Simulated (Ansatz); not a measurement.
One change: `B[SiH2]C=O` becomes `B[SiH]([GeH3])C=O`.

Ansatz, PBE0-D4/def2-TZVP geometries, multiplicity 1. Each molecule was computed in one conformer, which needn't be the lowest.

Scalar relativity is left out up to krypton.

| property | `B[SiH2]C=O` |
| --- | --- |
| HOMO energy (PBE/def2-TZVPP) / eV | -5.73 |
| size of the dipole moment (B3LYP/def2-TZVPP) / D | 2.32 |
| LUMO energy (PBE0/def2-TZVPP) / eV | -2.82 |
| LUMO energy (B3LYP/def2-TZVPP) / eV | -3.03 |
| HOMO–LUMO gap (B3LYP/def2-TZVPP) / eV | 3.81 |
| LUMO energy (ωB97M-V/def2-TZVPP) / eV | -0.87 |

(1) Give the same properties after the change, and the shifts. (An estimate is asked.)

Results:

(1) The calculation gave: 
| property | `B[SiH]([GeH3])C=O` | shift |
| --- | --- | --- |
| HOMO energy (PBE/def2-TZVPP) / eV | -5.68 | 0.05 |
| size of the dipole moment (B3LYP/def2-TZVPP) / D | 2.23 | -0.09 |
| LUMO energy (PBE0/def2-TZVPP) / eV | -2.72 | 0.10 |
| LUMO energy (B3LYP/def2-TZVPP) / eV | -2.91 | 0.12 |
| HOMO–LUMO gap (B3LYP/def2-TZVPP) / eV | 3.91 | 0.10 |
| LUMO energy (ωB97M-V/def2-TZVPP) / eV | -0.85 | 0.02 |

Dipoles are sizes alone; their direction can turn.

B3LYP here is the variant with VWN-RPA as its local correlation; programs differ in this.
